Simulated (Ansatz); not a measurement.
One change: `BrC1CO[SiH2]1` becomes `C1C[SiH2]O1`.

Ansatz, PBE0-D4/def2-TZVP geometries, multiplicity 1. 

Scalar relativity is left out up to krypton.

| property | `BrC1CO[SiH2]1` |
| --- | --- |
| HOMO energy (B3LYP/def2-TZVPP) / eV | -7.43 |
| HOMO–LUMO gap (PBE0/def2-TZVPP) / eV | 7.15 |
| HOMO–LUMO gap (ωB97M-V/def2-TZVPP) / eV | 11.06 |
| size of the dipole moment (PBE/def2-TZVPP) / D | 1.24 |
| HOMO energy (PBE0/def2-TZVPP) / eV | -7.66 |
| HOMO energy (ωB97M-V/def2-TZVPP) / eV | -9.87 |

Question: What does the change do to each property? (An estimate is asked.)

Answer: Ansatz gave: 
```tsv
property	`C1C[SiH2]O1`	shift
HOMO energy (B3LYP/def2-TZVPP) / eV	-7.64	-0.21
HOMO–LUMO gap (PBE0/def2-TZVPP) / eV	7.76	0.61
HOMO–LUMO gap (ωB97M-V/def2-TZVPP) / eV	11.78	0.72
size of the dipole moment (PBE/def2-TZVPP) / D	1.71	0.47
HOMO energy (PBE0/def2-TZVPP) / eV	-7.86	-0.20
HOMO energy (ωB97M-V/def2-TZVPP) / eV	-10.22	-0.35
```

With PBE0 the HOMO falls by 0.20 eV and the LUMO rises by 0.41 eV, so the gap widens by about 0.61 eV. PBE moves the HOMO by 0.05 eV and ωB97M-V by -0.35 eV. Dipoles are sizes alone; their direction can turn.

B3LYP here is the variant with VWN-RPA as its local correlation; programs differ in this.

Spin–orbit coupling is left out; it splits and shifts lone-pair levels of the heavy atoms by tenths of an eV.
